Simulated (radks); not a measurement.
Results of a calculation; reference values are marked as such.
Question: Ionisation of the chromium ion Cr2+, [Ar] 3d4, to Cr3+, [Ar] 3d3, under several functionals. Scalar-relativistic Kohn-Sham, spin-polarised, spherical densities, finite nucleus; open shells are filled with parallel spins first; a radial shooting solver on a logarithmic mesh with Libxc functionals. The NIST Atomic Spectra Database gives 30.96 eV (measured). Rank these functionals by the error of their Delta-SCF ionisation energy: TASK exchange with Perdew-Wang LDA correlation; Wu-Cohen GGA; SOGGA; PBE; B86b exchange with PBE correlation; OLYP; BP86; XLYP; exchange-only PBE; PW91.

Answer: From best to worst: exchange-only PBE 31.143 eV (+0.184); SOGGA 31.942 eV (+0.983); XLYP 31.961 eV (+1.002); PBE 32.063 eV (+1.104); TASK exchange with Perdew-Wang LDA correlation 32.079 eV (+1.120); BP86 32.079 eV (+1.120); Wu-Cohen GGA 32.083 eV (+1.124); B86b exchange with PBE correlation 32.092 eV (+1.133); PW91 32.156 eV (+1.197); OLYP 32.162 eV (+1.203). Open shells are spherical and high-spin; term and fine-structure splittings are not resolved.
